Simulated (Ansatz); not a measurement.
Compare A (`B[O][AlH][BH2]`) with its isomer B (`BB[O][AlH2]`).

Calculated with Ansatz (gas phase, PBE0-D4/def2-TZVP geometries, no zero-point term in ΔE). CCSD(T)/CBS adds triple-zeta CCSD(T) − MP2 to the extrapolated MP2 energy (def2 sets, frozen cores). Functionals use def2-TZVPP. B3LYP here is the variant with VWN-RPA as its local correlation; programs differ in this. One conformer a species, not always the lowest.

A:

```xyz
9

B    -1.114   -1.587   -1.121
O    -0.230   -0.665   -0.747
Al    0.885    0.511   -0.257
B     0.535    1.459    1.607
H    -0.944   -2.739   -0.808
H    -2.078   -1.262   -1.767
H     2.085    0.781   -1.257
H     0.974    1.037    2.640
H    -0.112    2.464    1.710
```

B:

```xyz
9

B     1.607    1.028    0.744
B     0.898   -0.166   -0.192
O    -0.419   -0.397   -0.304
Al   -2.055   -0.745   -0.485
H     1.869    2.113    0.303
H     1.961    0.826    1.873
H     1.653   -0.883   -0.824
H    -2.826   -0.002   -1.643
H    -2.689   -1.774    0.527
```

Question: Which isomer does CCSD(T)/CBS put lower? Give the gap. (Estimate.)

Answer: The calculation gave: B, by 1.1 kcal/mol.

Question: Give E(B) − E(A) in kcal/mol with PBE0-D4, r2SCAN-D4, B3LYP, LDA (SPW92), PBE-D4, B2PLYP, ωB97M-V. (An estimate is asked.)

Answer: Ansatz gave: PBE0-D4 -1.9, r2SCAN-D4 -2.6, B3LYP -2.1, LDA (SPW92) -3.6, PBE-D4 -2.3, B2PLYP -1.7, ωB97M-V -2.0. None reverses the order clearly.

Question: Does the order hold for the free energy at 298.15 K (harmonic terms from PBE0-D4)? (Best estimate.)

Answer: The calculation gave: Yes: G(B) − G(A) = -1.8 kcal/mol, for one conformer each.

Largest T1 diagnostic: 0.014.

Leaving LDA and LC-ωPBE aside and taking each functional with its dispersion term where it has one, the values, not all of them listed here, spread over 4.5 kcal/mol, from B97M-V to PBE-QIDH. LDA lies −1.4 kcal/mol from PBE without D4.
